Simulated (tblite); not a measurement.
`C=C[SiH2]S[Si@H](Cl)C=C`. Computed geometry: GFN2-xTB, gas phase.

```
atom  x, y, z in Å
C1     3.6465   -0.2821    0.9226
C2     3.4324    0.1653   -0.3053
Si3    1.7508    0.5723   -1.0269
S4     0.3088    0.1751    0.5324
Si5   -1.5818    0.3759   -0.4594
Cl6   -1.7128    2.1319   -1.4626
C7    -2.8516    0.3012    0.9216
C8    -4.1559    0.1971    0.7217
H9     2.8294   -0.4450    1.6067
H10    4.6348   -0.5029    1.2962
H11    4.2794    0.3172   -0.9632
H12    1.6322    1.9806   -1.3912
H13    1.4136   -0.2909   -2.1587
H14   -1.7127   -0.6876   -1.4470
H15   -2.4788    0.3467    1.9372
H16   -4.8636    0.1634    1.5351
H17   -4.5777    0.1433   -0.2690
```

Q: What is the longest distance between nuclei?

A: H10···H16, 9.52 Å; the next longest distance is 9.48 Å.

Q: Work out the bond lengths C1=C2, Si3–H12, S4–Si5, Si5–Cl6 in Å.

A: For C1=C2 the difference vector is (-0.2141, 0.4474, -1.2279) Å, of length 1.3243 Å. C1=C2 1.324; Si3–H12 1.459; S4–Si5 2.144; Si5–Cl6 2.027 Å.

Q: Where is the centre of mass (commonest isotopes), and what is the radius of gyration?

A: Mass 179.965 u; centre at (-0.240, 0.624, -0.269) Å; Rg = √(Σ m r²/M) = 2.613 Å. As Ia + Ib + Ic = 2 Σ m r², the three principal moments sum to 2458.1 u·Å².

Q: How far are the heavy atoms from their best plane (unweighted least squares)?

A: 0.275 Å rms; C1 0.26, C2 0.10, Si3 0.32, S4 0.13, Si5 0.44, Cl6 0.41, C7 0.19, C8 0.12 Å (magnitudes).

Q: How far apart are these pairs, which share no bond: C2···H13, Si5···H17, C7···H10, H10···H13, H11···H12?

A: C2···H13 2.778 Å (2 bonds apart); Si5···H17 3.011 Å (3 bonds apart); C7···H10 7.539 Å (6 bonds apart); H10···H13 4.728 Å (4 bonds apart); H11···H12 3.156 Å (3 bonds apart).

Q: What are the angles C2–C1–H10, S4–Si3–H13, S4–Si5–Cl6, Cl6–Si5–H14, C7–Si5–H14, Cl6–Si5–C7, S4–Si5–C7, C7–C8–H17?

A: From the scalar product of the two bond vectors; for C2–C1–H10 it is -0.7691 Å² over 1.3243 × 1.0794 Å², cos θ = -0.5381. C2–C1–H10 122.6°; S4–Si3–H13 107.2°; S4–Si5–Cl6 111.5°; Cl6–Si5–H14 106.9°; C7–Si5–H14 114.1°; Cl6–Si5–C7 110.8°; S4–Si5–C7 104.6°; C7–C8–H17 121.9°.

Q: Give the dihedral angles H12–Si3–S4–Si5, C1–C2–Si3–S4, Cl6–Si5–C7–H15, H9–C1–C2–H11, H15–C7–C8–H16, S4–Si5–C7–C8.

A: H12–Si3–S4–Si5 68° (synclinal); C1–C2–Si3–S4 0° (synperiplanar); Cl6–Si5–C7–H15 -110° (anticlinal); H9–C1–C2–H11 180° (antiperiplanar); H15–C7–C8–H16 0° (synperiplanar); S4–Si5–C7–C8 -170° (antiperiplanar). Dihedral signs follow IUPAC: positive where, seen along the central bond, the front bond turns clockwise onto the rear one.

Q: What is the repulsion energy of the bare nuclei, Σ ZA·ZB/RAB?

A: 665.52 Eh over 136 pairs, with full nuclear charges and distances in bohr; the largest single term is 62.15 Eh (Si5 with Cl6).

Q: Write the matrix of distances between heavy atoms (Å, lower triangle).

A: 
```
C1    0.000
C2    1.324  0.000
Si3   2.850  1.875  0.000
S4    3.391  3.234  2.161  0.000
Si5   5.448  5.021  3.386  2.144  0.000
Cl6   6.343  5.628  3.823  3.449  2.027  0.000
C7    6.524  6.404  5.005  3.187  1.878  3.214  0.000
C8    7.820  7.658  6.172  4.469  2.838  3.806  1.324  0.000
```

Its lowest GFN2-xTB frequency is 10i cm⁻¹, too small to tell a flat minimum from a shallow saddle. The numbers are those of one conformer.
